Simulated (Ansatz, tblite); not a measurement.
Cost and result up the ladder for (ClInS)4 cubane (In₄S₄Cl₄) (12 atoms). Total charge 0; singlet. Geometry: r2SCAN-D4/def2-SVP.

```xyz
12

In   -1.350   -0.495   -1.518
Cl   -2.860   -1.046   -3.209
S    -0.129   -2.321   -0.199
In   -0.654   -0.819    1.809
Cl   -1.382   -1.737    3.827
S    -2.107    0.855    0.524
In    0.116    2.080    0.178
Cl    0.245    4.401    0.374
S     0.730    0.914   -2.019
In    1.889   -0.766   -0.469
Cl    3.996   -1.619   -0.991
S     1.506    0.553    1.694
```

Ansatz on 2 threads of AMD EPYC 7R13 on a shared host and a share (18 GiB) of an NVIDIA H100 80GB HBM3; xTB runs through tblite on one thread. Times are rough, summed over both states, and most runs start from the orbitals of an earlier one. PBE0-D4/def2-TZVP serves as the yardstick here, not as an exact answer. The other state is a triplet.

In the def2 sets In takes a core potential; there is no spin–orbit coupling. The xTB rows come from tblite. Single mean-field runs in def2-TZVP are fitted with def2-universal-jkfit. HOMO above LUMO, or a gap near zero within one spin, warns that the state may not be the lowest or that an electron is smeared out.

xTB has no spin-polarisation term.

```tsv
level	functions	wall time	vertical triplet (eV)	difference from PBE0-D4/def2-TZVP (eV)	remarks
GFN1-xTB	108	0.1 s	3.40	-0.84	–
GFN2-xTB	108	0.14 s	2.83	-1.41	–
PBE-D4/def2-TZVP (with forces)	496	14 s	3.56	-0.68	gap within one spin near zero (triplet)
PBE0-D4/def2-TZVP	496	14 s	4.24	0.00	–
r2SCAN-D4/def2-TZVP (with forces)	496	19 s	3.93	-0.30	gap within one spin near zero (triplet)
```
